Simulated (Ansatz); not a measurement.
Consider the formal hydrolysis of the Si–F bond: `O[Si@H](F)[Si@@H](O)F` + H₂O → `O[SiH](O)[SiH](O)F` + H–F.

Gas-phase electronic energies from Ansatz, PBE0-D4/def2-TZVP geometries. CCSD(T)/CBS is the MP2 limit (def2-TZVPP, def2-QZVPP) plus CCSD(T) − MP2 in def2-TZVPP, frozen cores. This one scheme is used for every species. Functionals use def2-TZVPP. Each species was taken in one conformer, which may not be the lowest.

```
             level  ΔE (kJ/mol)
           ωB97M-V         37.7
              PBE0         37.7
CCSD(T)/def2-TZVPP         35.7
    MP2/def2-QZVPP         35.5
```

(1) What does CCSD(T)/CBS give? (An estimate is asked.)

Largest T1 diagnostic among the species: 0.013.

## Answers

(1) The calculation gave: +37.4 kJ/mol. The listed levels differ from it by 0.3, 0.3, -1.7, -1.9 kJ/mol.

In def2-TZVPP, CCSD(T) changes the Hartree–Fock value by −10.2 kJ/mol (the triples alone add −1.6 kJ/mol) and MP2 by −11.9 kJ/mol. The D4 term adds −3.8 kJ/mol with B3LYP and −2.0 kJ/mol with PBE0; it sums over pairs of atoms, weighted by their polarisabilities, and B3LYP, whose exchange is more repulsive, gets the larger term.

CCSD(T)/CBS has its own doubt, a few kJ/mol and more with outer-core shells, so smaller differences from it don't rank the levels.

B3LYP here is the variant with VWN-RPA as its local correlation; programs differ in this.
